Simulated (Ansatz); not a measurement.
Consider the hydrogen abstraction from the Si–H bond: `Cl[SiH2]S[SiH](Cl)Cl` + `[CH3]`• → `Cl[SiH]S[SiH](Cl)Cl`• + CH₄.

Computed with Ansatz on PBE0-D4/def2-TZVP structures; ΔE is electronic, products minus reactants. CCSD(T)/CBS is the MP2 limit (def2-TZVPP, def2-QZVPP) plus CCSD(T) − MP2 in def2-TZVPP, frozen cores. This one scheme is used for every species. DFT in def2-TZVPP. B3LYP here is the variant with VWN-RPA as its local correlation; programs differ in this. Open shells (•) are unrestricted, without spin–orbit coupling. One conformer a species, not always the lowest.

`Cl[SiH2]S[SiH](Cl)Cl`:

Z-matrix (Å, degrees):
```
Si
S 1 2.135
Cl 1 2.045 2 112.6
H 1 1.477 2 104.0 3 117.5
H 1 1.475 2 111.1 3 -121.2
Si 2 2.118 1 103.4 3 72.1
Cl 6 2.036 2 112.4 1 -70.9
Cl 6 2.040 2 112.1 1 51.0
H 6 1.472 2 106.3 1 170.0
```

`[CH3]`•:

```xyz
4

C     0.000    0.000    0.000
H     0.692   -0.505    0.658
H     0.345    0.398   -0.943
H    -1.036    0.107    0.285
```

`Cl[SiH]S[SiH](Cl)Cl`•:

Cartesian coordinates in Å:
```
Cl 0.161 0.453 -2.981
Si -0.432 -0.809 -1.479
S 1.025 -0.949 0.082
Si 0.228 0.523 1.379
Cl -1.569 -0.054 2.155
Cl -0.044 2.306 0.428
H -0.557 -2.168 -2.065
H 1.187 0.699 2.482
```

CH₄:

Cartesian coordinates in Å:
```
C 0.000 0.000 0.000
H -0.771 -0.077 -0.767
H 0.073 1.033 0.340
H 0.957 -0.314 -0.415
H -0.260 -0.642 0.841
```

```csv
level,ΔE (kJ/mol),difference from CCSD(T)/CBS
PBE-D4,-95.3,-23.9
r2SCAN-D4,-76.8,-5.4
PBE0-D4,-84.5,-13.1
B3LYP-D4,-79.6,-8.2
ωB97X-V,-72.8,-1.4
ωB97M-V,-73.2,-1.8
B2PLYP,-76.0,-4.6
PBE,-95.3,-23.9
r2SCAN,-77.1,-5.7
PBE0,-84.6,-13.2
B3LYP,-79.3,-7.9
HF/def2-TZVPP,-39.2,32.2
MP2/def2-TZVPP,-77.2,-5.8
SCS-MP2/def2-TZVPP,-70.8,0.6
CCSD/def2-TZVPP,-66.8,4.6
CCSD(T)/def2-TZVPP,-71.4,0.0
HF/def2-QZVPP,-39.1,32.3
MP2/def2-QZVPP,-77.1,-5.7
SCS-MP2/def2-QZVPP,-70.6,0.8
HF/CBS(def2),-39.1,32.3
MP2/CBS(def2),-77.1,-5.7
CCSD/CBS(def2),-66.7,4.7
CCSD(T)/CBS,-71.4,0
```

Largest T1 diagnostic among the species: 0.012.

In def2-TZVPP, CCSD(T) changes the Hartree–Fock value by −32.2 kJ/mol (the triples alone add −4.6 kJ/mol) and MP2 by −38.0 kJ/mol. From PBE to PBE0 (25 % exact exchange), in def2-TZVPP and without D4, ΔE moves by +10.7 kJ/mol.
